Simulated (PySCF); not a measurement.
Job file and geometry (Å, from GFN2-xTB) of an NMR shielding run on SMILES [SiH2]1[C@@H](OC=O)[C@@H]1CC(F)F, C5H8F2O2Si, PySCF 2.14.0, density-fitted response routines, GIAO PBE0/pcSseg-1 NMR shielding, non-relativistic, gas phase; density fitting, a coarse starting grid and PySCF grid level 2 are the driver's defaults:

```
$ OMP_NUM_THREADS=1 python probes_run.py task.json out

{"job": {"kind": "nmr", "xc": "PBE0", "basis": "pcSseg-1"}, "charge": 0, "multiplicity": 1}
O      2.628224    -0.508042    -0.876471
C      2.911496     0.516679    -0.300673
O      2.214144     1.043817     0.660263
C      1.050654     0.319743     1.012575
Si     0.724385    -1.479495     0.407792
C     -0.035622     0.186406    -0.071805
C     -1.435066     0.598935     0.322249
C     -2.450191     0.042207    -0.659952
F     -2.536984    -1.307794    -0.556352
F     -3.694598     0.516807    -0.395174
H      3.805549     1.113704    -0.527869
H      0.720380     0.695136     1.974089
H      1.314464    -2.469032    -0.456371
H     -0.039935    -2.072433     1.507037
H      0.259645     0.626784    -1.019041
H     -1.543382     1.687701     0.330903
H     -1.681498     0.217088     1.314371
H     -2.220423     0.278108    -1.710550
```

Task: What does the program print?

Result: 
```
coarse grid: 16360 points
cycle   1  E = -833.8814989754  dE =  1.682e+00  |g| = 1.032e+00  |ddm| = 3.871e+00
cycle   2  E = -833.5567529439  dE =  3.247e-01  |g| = 1.709e+00  |ddm| = 1.590e+00
cycle   3  E = -834.0547141189  dE = -4.980e-01  |g| = 2.980e-01  |ddm| = 1.106e+00
cycle   4  E = -834.0700192294  dE = -1.531e-02  |g| = 9.022e-02  |ddm| = 2.407e-01
cycle   5  E = -834.0713966280  dE = -1.377e-03  |g| = 2.146e-02  |ddm| = 6.682e-02
cycle   6  E = -834.0714828636  dE = -8.624e-05  |g| = 6.864e-03  |ddm| = 2.065e-02
cycle   7  E = -834.0714922464  dE = -9.383e-06  |g| = 1.245e-03  |ddm| = 5.510e-03
final grid: 156568 points
cycle   8  E = -834.1642854876  dE = -4.448e-05  |g| = 1.351e-02  |ddm| = 3.403e-02
cycle   9  E = -834.1642366774  dE =  4.881e-05  |g| = 2.106e-02  |ddm| = 2.243e-02
cycle  10  E = -834.1643188948  dE = -8.222e-05  |g| = 1.917e-03  |ddm| = 1.425e-02
cycle  11  E = -834.1643195207  dE = -6.259e-07  |g| = 6.629e-04  |ddm| = 1.603e-03
cycle  12  E = -834.1643195955  dE = -7.483e-08  |g| = 1.426e-04  |ddm| = 4.930e-04
cycle  13  E = -834.1643195996  dE = -4.035e-09  |g| = 3.038e-05  |ddm| = 1.344e-04
cycle  14  E = -834.1643195997  dE = -1.673e-10  |g| = 1.262e-05  |ddm| = 3.128e-05
converged SCF energy = -834.1643195997

GIAO shielding tensors (ppm)
atom      isotropic    diamagn.    paramagn.     s11        s22        s33       span
  0 O     -112.417     407.581    -519.998   -391.871   -215.469    270.089    661.960
  1 C       17.856     247.579    -229.722    -75.043     46.613     81.999    157.043
  2 O       96.047     397.841    -301.794    -80.135    129.376    238.899    319.034
  3 C      124.301     253.785    -129.483     67.520    120.558    184.825    117.305
  4 Si     470.075     880.499    -410.424    333.097    423.047    654.080    320.983
  5 C      172.263     257.363     -85.100    144.870    163.952    207.968     63.099
  6 C      145.502     247.407    -101.905    124.148    145.481    166.876     42.728
  7 C       62.595     242.812    -180.216     42.622     67.354     77.811     35.189
  8 F      311.212     474.233    -163.021    223.184    335.433    375.019    151.834
  9 F      302.438     467.579    -165.141    196.582    334.407    376.326    179.743
 10 H       23.767      25.121      -1.354     19.126     23.274     28.900      9.774
 11 H       28.100      32.734      -4.635     22.391     29.188     32.721     10.330
 12 H       27.220      30.190      -2.970     21.359     26.689     33.612     12.253
 13 H       28.643      31.215      -2.572     24.149     26.070     35.712     11.563
 14 H       31.036      35.677      -4.641     24.511     31.860     36.737     12.226
 15 H       29.186      30.477      -1.291     23.875     28.975     34.708     10.834
 16 H       30.313      31.205      -0.892     26.488     29.664     34.788      8.301
 17 H       25.572      28.806      -3.235     23.113     25.307     28.294      5.181
```

Task: Turn these shieldings into chemical shifts. Chemical shifts δ = σref − σ; H2O for ¹⁷O (σ = 336.08 ppm); TMS for ¹³C (σ = 186.93 ppm), ²⁹Si (σ = 349.16 ppm), ¹H (σ = 31.72 ppm); ¹⁹F (σ = 170.95 ppm) against CFCl3, all at this level.

Result: Averaging equivalent atoms: O 0: 448.5; O 2: 240.0; C 1: 169.1; C 7: 124.3; C 3: 62.6; C 6: 41.4; C 5: 14.7; Si 4: -120.9; F 9: -131.5; F 8: -140.3; H 10: 7.95; H 17: 6.15; H 12: 4.50; H 11: 3.62; H 13: 3.07; H 15: 2.53; H 16: 1.40; H 14: 0.68 ppm. Unscaled 19F shifts against computed CFCl3 carry errors that often reach 10 to 50 ppm. Unscaled 17O shifts of doubly bonded oxygen tend to come out too high, by tens of ppm or more. Experimental scales use liquid or dissolved standards, which lie at an offset from isolated H2O (liquid H2O: subtract about 36 ppm).

Size and cost of the density-fitted run: 217 basis functions, 71 s wall time on 1 thread of an Arm Neoverse V1, shared host; peak memory 0.94 GiB.
